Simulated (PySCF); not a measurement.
**From computed data to an observable: entropy of an ideal gas**

silylphosphine cation (H5PSi), SMILES P[SiH3] (connectivity only; charge and spin as stated), charge +1, multiplicity 2.

Coordinates come from a B3LYP-D3(BJ)/def2-TZVP optimisation. The spin state was assumed, not searched.

B3LYP-D3(BJ)/def2-TZVP run with PySCF gives the harmonic wavenumbers 112, 336, 366, 389, 575, 651, 838, 918, 924, 1072, 2252, 2302, 2323, 2466, 2503 cm⁻¹ and the rotational temperatures 2.6213, 0.2511, 0.2456 K. The molar mass is 64.10 g/mol, the symmetry number 1, the spin multiplicity 2.

Work out the entropy at 298.15 K and 1 atm in the rigid-rotor, harmonic-oscillator model.


Translation (Sackur–Tetrode at 1 atm): S = R[1.5 ln M + 2.5 ln T − 1.16487] = 160.6 J/(mol K).
Rotation: q = (√π/σ) T^1.5/√(θA θB θC) = 22700, S = R[ln q + 3/2] = 95.9 J/(mol K).
Vibration: with u = 1.4388 ν/T, each mode gives R[u/(e^u − 1) − ln(1 − e^−u)]:
```tsv
ν (cm⁻¹)	modes	u	S (J/(mol K))
112	1	0.54	13.53
336	1	1.62	5.15
366	1	1.77	4.59
389	1	1.88	4.20
575	1	2.77	2.07
651	1	3.14	1.55
838	1	4.04	0.75
918	1	4.43	0.54
924	1	4.46	0.53
1072	1	5.17	0.29
```
The stiffer modes add less than 0.005 each. Sum 33.2 J/(mol K).
Spin: R ln 2 = 5.8 J/(mol K).
Total 295.5 J/(mol K); the program's own thermochemistry gives 295.5. Translation makes up 54 % and vibration 11 %. Anharmonicity, hindered rotation and orbital degeneracy are left out.
